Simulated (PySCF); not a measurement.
C2H6BNS2.
SMILES with atom numbers: `[NH2:1][B:2]1[S:3][CH2:4][CH2:5][S:6]1` (hydrogens: H7, H8 on N1; H9, H10 on C4; H11, H12 on C5)

Jobs on this species (12 atoms, 62 electrons) with PySCF (density fitting). Hardware of each: one thread of an Arm Neoverse V1, on a shared host. Other jobs ran on the host; a repeat could differ by tens of per cent or more. Peak memory is the resident size of the whole Python process, interpreter and libraries included.

| level and settings | work | basis functions | SCF cycles | wall time | peak memory |
| --- | --- | --- | --- | --- | --- |
| PBE0/cc-pVTZ | shieldings, ring-centre shieldings, charges and field gradients | 272 | ? | ? | ? |
| PBE0-D3(BJ)/def2-SVP, grid level 1 | geometry optimisation from a GFN2-xTB start shaken at random | 122 | ? | ? | ? |
| PBE0/def2-TZVP | shieldings, ring-centre shieldings, charges and field gradients | 234 | 14 | 37 s | 0.98 GiB |
| PBE0/def2-SVP | shieldings, ring-centre shieldings, charges and field gradients | 122 | 13 | 12 s | 0.66 GiB |
| B3LYP/def2-TZVP | spin–spin couplings from 10 perturbed nuclei, spin–dipole term for 2 of them | 234 | 13 | 61 s | 0.94 GiB |
| B3LYP/cc-pVTZ | spin–spin couplings from 10 perturbed nuclei, spin–dipole term for 2 of them | 272 | 13 | 82 s | 1.1 GiB |
| B3LYP/6-31G* | spin–spin couplings from 10 perturbed nuclei, spin–dipole term for 2 of them | 104 | 12 | 15 s | 0.60 GiB |
| PBE0/aug-cc-pVDZ | shieldings, ring-centre shieldings, charges and field gradients | 200 | 13 | 30 s | 0.93 GiB |
| PBE0/IGLO-III | shieldings, ring-centre shieldings, charges and field gradients | 288 | 14 | 56 s | 1.1 GiB |

**Question.** Fill in the missing figures.

**Answer.** 
- PBE0/cc-pVTZ; shieldings, ring-centre shieldings, charges and field gradients: 56 s, 1.1 GiB, 13 SCF cycles
- PBE0-D3(BJ)/def2-SVP, grid level 1; geometry optimisation from a GFN2-xTB start shaken at random: 43 s, 0.52 GiB, 46 SCF cycles

**Question.** What do all jobs in the table cost together?

**Answer.** About 6.5 min; the longest takes about 21 % of that, and about 6.8 times as long as the shortest.
